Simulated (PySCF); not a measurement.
Species: C₆H₉NOSi.
SMILES: `CO[SiH2]c1ccncc1`

Level of theory: TDDFT PBE0/def2-SVPD, vertical, gas phase, core orbitals frozen in the response in PySCF 2.14.0, density-fitted response routines. The structure is a single PBE0-D3(BJ)/def2-SVP conformer in the gas phase; no vibrational or solvent corrections. Torsions of this conformer, `[CH3:1][O:2][SiH2:3][c:4]1[cH:5][cH:6][n:7][cH:8][cH:9]1`: C1–O2–Si3–C4 -179°, O2–Si3–C4–C5 79°.

| state | E (eV) | ν̃ (cm⁻¹) | f | main configurations (H = HOMO, L = LUMO) |
| --- | --- | --- | --- | --- |
| S1 | 4.45 | 35910 | 0.0041 | H→L (98%) |
| S2 | 5.06 | 40810 | 0.0000 | H→L+1 (100%) |
| S3 | 5.33 | 42970 | 0.046 | H-1→L (83%), H-3→L+1 (16%) |
| S4 | 5.84 | 47080 | 0.0024 | H-2→L (97%) |
| S5 | 6.24 | 50320 | 0.012 | H-3→L (55%), H-1→L+1 (40%) |
| S6 | 6.45 | 52060 | 0.013 | H-4→L (85%) |
| S7 | 6.78 | 54690 | 0.045 | H-2→L+1 (94%) |
| S8 | 6.99 | 56360 | 0.406 | H-1→L+1 (30%), H→L+3 (24%), H-3→L (23%) |
| S9 | 7.14 | 57590 | 0.255 | H→L+3 (30%), H→L+2 (20%), H-5→L (14%) |
| S10 | 7.16 | 57740 | 0.065 | H-5→L (24%), H-3→L+1 (23%), H→L+3 (20%) |

Triplets (Tamm–Dancoff): T1 3.79 eV, H→L (94%); T2 4.15 eV, H-1→L+1 (55%), H-3→L (36%); T3 4.28 eV, H-1→L (92%); T4 4.85 eV, H-3→L (56%), H-1→L+1 (40%).

The lowest singlet comes at 278 nm (430 kJ/mol) in the ultraviolet; it is very weak; its leading configuration is HOMO→LUMO (98%). The strongest level in the table is S8 at 6.99 eV (177 nm, f = 0.406). Löwdin shares by element: HOMO nitrogen 54%, carbon 27% or more (atoms not listed hold the other 19%); LUMO carbon 45% or more, nitrogen 20% (atoms not listed hold the other 35%). Orbital energies (eV): HOMO-3 -8.52, HOMO-2 -8.26, HOMO-1 -7.74, HOMO -7.42, LUMO -1.38, LUMO+1 -0.65, LUMO+2 0.52. Weighted by f, the mean energy of these states is 6.91 eV. The oscillator strengths of these states sum to 0.848; summed over the whole spectrum of an exact calculation they would give the number of electrons, 74 (Thomas–Reiche–Kuhn). All these states lie below the vertical ionisation energy of 9.29 eV (ΔSCF). Singlets were solved by full linear response, triplets in the Tamm–Dancoff approximation.
